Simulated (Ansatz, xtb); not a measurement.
Breaking the O3–H4 bond in FHOPb (SMILES [OH][Pb][F]) (multiplicity 1 held, fragments rigid). Energies count from the point at 0.966 Å.
Geometry at that point (charge 0, multiplicity 1):
```xyz
4

Pb     0.11985     0.02506     0.23370
F     -0.29895     1.35258    -1.30236
O     -0.75279    -1.60708    -0.73088
H     -1.11467    -1.37121    -1.59493
```

Restricted levels (R-, RO-) in cc, def2 and unpolarised 6-31G sets keep to the state of the molecule at rest. U- levels take the lowest unrestricted solution at each point, which mixes spins at long bonds. Active spaces are followed from a long bond inwards. Curves can end on different states.

Cores are frozen in the correlated methods. Filled d and f shells under p-block atoms count as core.

The values were computed with Ansatz (a quantum-chemistry and plane-wave program); xtb for the GFN methods.  In def2 rows elements past Kr take small-core potentials, without spin–orbit coupling. The GFN methods have no spin term and hold the electronic entropy of 300 K.

Energies in kcal/mol.

```json
[
 {"R (Å)": "0.773", "GFN2-xTB": "31.2", "U-CCSD/def2-SVP": "37.3", "R-CCSDT(Q)/def2-SVP": "37.9", "FIC-NEVPT4(SD) on CASSCF(4,3)/def2-SVP": "38.4", "FIC-MRCISD+Q on CASSCF(4,3)/def2-SVP": "37.2"},
 {"R (Å)": "0.869", "GFN2-xTB": "5.1", "U-CCSD/def2-SVP": "7.3", "R-CCSDT(Q)/def2-SVP": "7.6", "FIC-NEVPT4(SD) on CASSCF(4,3)/def2-SVP": "7.7", "FIC-MRCISD+Q on CASSCF(4,3)/def2-SVP": "7.3"},
 {"R (Å)": "0.966", "GFN2-xTB": "0.0", "U-CCSD/def2-SVP": "0.0", "R-CCSDT(Q)/def2-SVP": "0.0", "FIC-NEVPT4(SD) on CASSCF(4,3)/def2-SVP": "0.0", "FIC-MRCISD+Q on CASSCF(4,3)/def2-SVP": "0.0"},
 {"R (Å)": "1.063", "GFN2-xTB": "4.8", "U-CCSD/def2-SVP": "4.4", "R-CCSDT(Q)/def2-SVP": "4.1", "FIC-NEVPT4(SD) on CASSCF(4,3)/def2-SVP": "4.2", "FIC-MRCISD+Q on CASSCF(4,3)/def2-SVP": "4.4"},
 {"R (Å)": "1.159", "GFN2-xTB": "14.1", "U-CCSD/def2-SVP": "14.7", "R-CCSDT(Q)/def2-SVP": "14.0", "FIC-NEVPT4(SD) on CASSCF(4,3)/def2-SVP": "14.2", "FIC-MRCISD+Q on CASSCF(4,3)/def2-SVP": "14.5"},
 {"R (Å)": "1.304", "GFN2-xTB": "31.4", "U-CCSD/def2-SVP": "34.3", "R-CCSDT(Q)/def2-SVP": "32.8", "FIC-NEVPT4(SD) on CASSCF(4,3)/def2-SVP": "33.4", "FIC-MRCISD+Q on CASSCF(4,3)/def2-SVP": "33.8"},
 {"R (Å)": "1.449", "GFN2-xTB": "49.5", "U-CCSD/def2-SVP": "54.4", "R-CCSDT(Q)/def2-SVP": "51.8", "FIC-NEVPT4(SD) on CASSCF(4,3)/def2-SVP": "52.9", "FIC-MRCISD+Q on CASSCF(4,3)/def2-SVP": "53.1"},
 {"R (Å)": "1.691", "GFN2-xTB": "77.5", "U-CCSD/def2-SVP": "83.5", "R-CCSDT(Q)/def2-SVP": "78.1", "FIC-NEVPT4(SD) on CASSCF(4,3)/def2-SVP": "79.9", "FIC-MRCISD+Q on CASSCF(4,3)/def2-SVP": "79.7"},
 {"R (Å)": "1.932", "GFN2-xTB": "100.0", "U-CCSD/def2-SVP": "103.0", "R-CCSDT(Q)/def2-SVP": "95.9", "FIC-NEVPT4(SD) on CASSCF(4,3)/def2-SVP": "98.0", "FIC-MRCISD+Q on CASSCF(4,3)/def2-SVP": "97.3"},
 {"R (Å)": "2.222", "GFN2-xTB": "119.5", "U-CCSD/def2-SVP": "112.9", "R-CCSDT(Q)/def2-SVP": "107.6", "FIC-NEVPT4(SD) on CASSCF(4,3)/def2-SVP": "109.7", "FIC-MRCISD+Q on CASSCF(4,3)/def2-SVP": "108.7"},
 {"R (Å)": "2.608", "GFN2-xTB": "135.6", "U-CCSD/def2-SVP": "115.9", "R-CCSDT(Q)/def2-SVP": "113.5", "FIC-NEVPT4(SD) on CASSCF(4,3)/def2-SVP": "115.8", "FIC-MRCISD+Q on CASSCF(4,3)/def2-SVP": "114.5"},
 {"R (Å)": "3.091", "GFN2-xTB": "145.4", "U-CCSD/def2-SVP": "116.6", "R-CCSDT(Q)/def2-SVP": "115.4", "FIC-NEVPT4(SD) on CASSCF(4,3)/def2-SVP": "117.7", "FIC-MRCISD+Q on CASSCF(4,3)/def2-SVP": "116.5"}
]
```

Doubts at one or more of the structures used: a spin-contaminated determinant (U-CCSD/def2-SVP); T1 above 0.05 (U-CCSD/def2-SVP, R-CCSDT(Q)/def2-SVP); a restricted determinant that unrestricted orbitals would lower (R-CCSDT(Q)/def2-SVP); other coupled-cluster roots lie near (R-CCSDT(Q)/def2-SVP); active orbitals that take no part (FIC-NEVPT4(SD) on CASSCF(4,3)/def2-SVP, FIC-MRCISD+Q on CASSCF(4,3)/def2-SVP).
